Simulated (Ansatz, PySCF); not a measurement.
Spin states of O2Os (SMILES [O]=[Os]=[O]), each relaxed with B3LYP-D3(BJ)/def2-TZVP.
State 1 (charge 0, multiplicity 3):
```csv
atom,x (Å),y (Å),z (Å)
Os,0.2581,-0.2065,0.2603
O,1.0451,0.3136,-1.1485
O,-1.3363,-0.0597,0.8179
```
State 2 (charge 0, multiplicity 1):
```xyz
3

Os     0.31261    -0.25156     0.31781
O      0.95510     0.32625    -1.12543
O     -1.30088    -0.02732     0.73731
```

Singlets are restricted, other states unrestricted; no spin–orbit coupling, no relativity up to Kr; see below for the cores. The largest T1 diagnostic is 0.053.

Correlated levels freeze the inner cores; with def2 sets outer-core shells near the valence are correlated too.

Codes used: Ansatz (an electronic-structure program); PySCF for the dispersion terms. Values without a source in brackets are computed. In def2 rows elements past Kr take small-core potentials, without spin–orbit coupling.

```tsv
level	energy of the multiplicity-1 state less that of the multiplicity-3 state (kJ/mol)
PBE-D4/def2-TZVPP	50.0
r2SCAN-D3(BJ)/def2-TZVPP	72.7
B97M-V/def2-TZVPP	62.7
r2SCANh/def2-TZVPP	78.2
B3LYP-D4/def2-TZVPP	56.7
PBE0-D3(BJ)/def2-TZVPP	67.2
BHLYP/def2-TZVPP	77.9
CAM-B3LYP-D3(BJ)/def2-TZVPP	…
B2PLYP-D4/def2-TZVPP	…
```

**Question.** Some entries are withheld; supply them.

**Answer.** 
- CAM-B3LYP-D3(BJ)/def2-TZVPP, energy of the multiplicity-1 state less that of the multiplicity-3 state (kJ/mol): 64.5
- B2PLYP-D4/def2-TZVPP, energy of the multiplicity-1 state less that of the multiplicity-3 state (kJ/mol): 45.4

Doubts at one or more of the structures used: a restricted determinant that unrestricted orbitals would lower (B2PLYP-D4/def2-TZVPP).
